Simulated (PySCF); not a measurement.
Job for PySCF: R-M06-2X/def2-TZVPPD on CH3Br (SMILES CBr).

```python
from pyscf import gto, dft

mol = gto.M(
    atom='''
    C    -0.25169757    1.04142143    3.83770610
    Br   -0.17348475   -0.92226967    3.77191780
    H    -1.19015063    1.30745187    4.30993531
    H    -0.20193297    1.39460363    2.81415225
    H     0.59898977    1.37497774    4.42040558
    ''',
    basis='def2-tzvppd',
    charge=0, spin=0, verbose=4, max_memory=1800)
mf = dft.RKS(mol, xc='m062x').density_fit(auxbasis='def2-universal-jkfit')
mf.grids.level = 4
mf.conv_tol = 1e-9
mf.max_cycle = 150
mf.kernel()
mf.dip_moment()
```

Program output:

```
PySCF version 2.14.0

[INPUT] verbose = 4
[INPUT] num. atoms = 5
[INPUT] num. electrons = 44
[INPUT] charge = 0
[INPUT] spin (= nelec alpha-beta = 2S) = 0
[INPUT] symmetry False subgroup None
[INPUT] Mole.unit = angstrom
[INPUT] Symbol           X                Y                Z      unit          X                Y                Z       unit  Magmom
[INPUT]  1 C     -0.251697570000   1.041421430000   3.837706100000 AA   -0.475639473519   1.968001282953   7.252213475573 Bohr   0.0
[INPUT]  2 Br    -0.173484750000  -0.922269670000   3.771917800000 AA   -0.327838664289  -1.742837089293   7.127891606372 Bohr   0.0
[INPUT]  3 H     -1.190150630000   1.307451870000   4.309935310000 AA   -2.249058737679   2.470725955350   8.144597350492 Bohr   0.0
[INPUT]  4 H     -0.201932970000   1.394603630000   2.814152250000 AA   -0.381598008820   2.635418913024   5.317977025329 Bohr   0.0
[INPUT]  5 H      0.598989770000   1.374977740000   4.420405580000 AA    1.131926616716   2.598331355973   8.353355905699 Bohr   0.0

nuclear repulsion = 88.3394230838519
number of shells = 53
number of NR pGTOs = 221
number of NR cGTOs = 145
basis = def2-tzvppd
ecp = {}


******** <class 'pyscf.df.df_jk.DFRKS'> ********
method = DFRKS
initial guess = minao
damping factor = 0
level_shift factor = 0
DIIS = <class 'pyscf.scf.diis.CDIIS'>
diis_start_cycle = 1
diis_space = 8
diis_damp = 0
SCF conv_tol = 1e-09
SCF conv_tol_grad = None
SCF max_cycles = 150
direct_scf = False
XC library pyscf.dft.libxc version 7.1.2
    S. Lehtola, C. Steigemann, M. J. T. Oliveira, and M. A. L. Marques,  SoftwareX 7, 1–5 (2018)
XC functionals = m062x
    Y. Zhao and D. G. Truhlar,  Theor. Chem. Acc. 120, 215 (2008)
    Y. Zhao and D. G. Truhlar,  Theor. Chem. Acc. 120, 215 (2008)
radial grids:
    Treutler-Ahlrichs [JCP 102, 346 (1995); DOI:10.1063/1.469408] (M4) radial grids

becke partition: Becke, JCP 88, 2547 (1988); DOI:10.1063/1.454033
pruning grids: <function nwchem_prune>
grids dens level: 4
symmetrized grids: False
atomic radii adjust function: <function treutler_atomic_radii_adjust>
small_rho_cutoff = 0
Set gradient conv threshold to 3.16228e-05
Initial guess from minao.
tot grids = 105920
******** <class 'pyscf.df.df.DF'> ********
auxbasis = def2-universal-jkfit
init E= -2613.0007799282
  HOMO = -0.334596654106657  LUMO = -0.0442731754093479  gap/eV = 7.90010
cycle= 1 E= -2614.08485730123  delta_E= -1.08  |g|= 0.217  |ddm|= 1.64
  HOMO = -0.324483835559396  LUMO = -0.00318483985317286  gap/eV = 8.74299
cycle= 2 E= -2614.09101529255  delta_E= -0.00616  |g|= 0.135  |ddm|= 0.508
  HOMO = -0.336542465068702  LUMO = 0.00459333607798029  gap/eV = 9.28278
cycle= 3 E= -2614.09489218513  delta_E= -0.00388  |g|= 0.0484  |ddm|= 0.168
  HOMO = -0.337979321293226  LUMO = 0.00257941637657669  gap/eV = 9.26708
cycle= 4 E= -2614.09544069669  delta_E= -0.000549  |g|= 0.0104  |ddm|= 0.0354
  HOMO = -0.33862666129888  LUMO = 0.00315215214010355  gap/eV = 9.30028
cycle= 5 E= -2614.09545980555  delta_E= -1.91e-05  |g|= 0.00141  |ddm|= 0.0115
  HOMO = -0.338159158157018  LUMO = 0.00326595122099806  gap/eV = 9.29065
cycle= 6 E= -2614.09546029086  delta_E= -4.85e-07  |g|= 0.000595  |ddm|= 0.00276
  HOMO = -0.338309144237942  LUMO = 0.00323766605809162  gap/eV = 9.29396
cycle= 7 E= -2614.09546036836  delta_E= -7.75e-08  |g|= 7.29e-05  |ddm|= 0.000657
  HOMO = -0.338309180455711  LUMO = 0.00324245250743872  gap/eV = 9.29409
cycle= 8 E= -2614.09546037063  delta_E= -2.27e-09  |g|= 2e-05  |ddm|= 0.000149
  HOMO = -0.338309450155542  LUMO = 0.00324298288032306  gap/eV = 9.29412
cycle= 9 E= -2614.09546037077  delta_E= -1.45e-10  |g|= 3.22e-06  |ddm|= 2.85e-05
  HOMO = -0.338310066008448  LUMO = 0.00324306093548806  gap/eV = 9.29413
Extra cycle  E= -2614.09546037077  delta_E= 8.19e-12  |g|= 1.64e-06  |ddm|= 9.76e-06
converged SCF energy = -2614.09546037077
Dipole moment(X, Y, Z, Debye): -0.07919,  1.98753,  0.06643
```

The calculation finished and met its thresholds.

Cost: roughly 11 core-seconds.
